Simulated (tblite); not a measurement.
Here is a computed GFN2-xTB geometry (Å):
```
atom  x, y, z in Å
F1    -1.602    0.605   -1.846
C2    -1.997   -0.175   -0.795
C3    -0.762   -0.675   -0.041
F4    -1.200   -1.545    0.929
C5     0.002    0.486    0.611
O6     1.348    0.178    0.925
C7     2.237    0.262   -0.085
F8     2.264   -0.870   -0.843
F9     3.462    0.381    0.436
H10   -2.568   -1.017   -1.197
H11   -2.630    0.440   -0.146
H12   -0.112   -1.251   -0.712
H13   -0.465    0.725    1.569
H14   -0.039    1.359   -0.053
H15    2.058    1.105   -0.784
```

Charge 0, singlet.

(1) Read off the bonds between heavy atoms and their formal orders.

(2) Write the SMILES.

(3) Name the point group.

(4) Describe the place of each heavy atom.

(5) What is the arrangement about C2?

(6) What is the arrangement about C7?

## Answers

(1) F1–C2 1.37 Å (single); C2–C3 1.53 Å (single); C3–F4 1.37 Å (single); C3–C5 1.54 Å (single); C5–O6 1.42 Å (single); O6–C7 1.35 Å (single); C7–F8 1.36 Å (single); C7–F9 1.34 Å (single). Bonds to hydrogen (Å): C2–H10 1.09; C2–H11 1.09; C3–H12 1.10; C5–H13 1.09; C5–H14 1.10; C7–H15 1.11.

(2) `FC[C@H](F)COC(F)F`, C4H6F4O. Among its features: ether and C–F bond.

(3) C1 (no symmetry element, even within 0.4 Å).

(4) F1: alkyl fluorine; C2: sp3 C–F carbon; C3: sp3 C–F carbon; F4: alkyl fluorine; C5: sp3 carbon bound to oxygen; O6: ether oxygen; C7: CHF2 carbon; F8: fluorine of a CF2 group; F9: fluorine of a CF2 group.

(5) It has 4 neighbours (F1, C3, H10, H11) and is tetrahedral (angles from 107.6° to 111.0°).

(6) It has 4 neighbours (O6, F8, F9, H15) and is distorted tetrahedral (angles from 105.8° to 114.4°).
